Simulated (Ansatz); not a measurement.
A made-up structure of LiMgBH₂O, singlet:

```
6
angstrom
Li -1.2887 -0.8879 -0.8565
B 0.5494 -0.1383 0.2717
O 1.7200 -0.2158 0.8893
Mg -0.9063 1.7226 -0.1766
H -0.6402 3.4053 0.0601
H -2.1737 0.6201 -1.0612
```

It is relaxed with PBE-D4/def2-SVP and then PBE0-D4/def2-TZVP (Ansatz 0.2.0). Atoms count as bonded within 1.22 times the sum of their covalent radii (H–H: 0.88 Å). The end point is not checked to be a true minimum.

Task: Does its bonding change? (Judge from chemistry; the calculation decides.)

Result: The calculation gives: Yes. Formed: Li1–O3; broken: none.

Where it ends: The first stage lowers the energy by 0.96 eV in 18 steps. It ends as LiMgBH₂O ([H]1[MgH][B]2[O][Li]12):
Li1  (-0.800, -1.002, -0.560)
B2  (0.791, 0.327, 0.461)
O3  (0.828, -0.896, 0.319)
Mg4  (-0.775, 1.961, -0.154)
H5  (-1.111, 3.636, -0.111)
H6  (-1.672, 0.480, -0.828)
(Å)

Labels in which every atom is bracketed show which atoms are joined, not bond orders.

For scale, one of the runs: PBE0-D4/def2-TZVP relaxation, 120 basis functions, launched by `ansatz run in.yaml --threads 2 --pin off --events-out ev --progress --plain --max-ram 4352MiB`. The run took about 12 s on 2 CPU threads of an Arm Neoverse V2 (shared host).
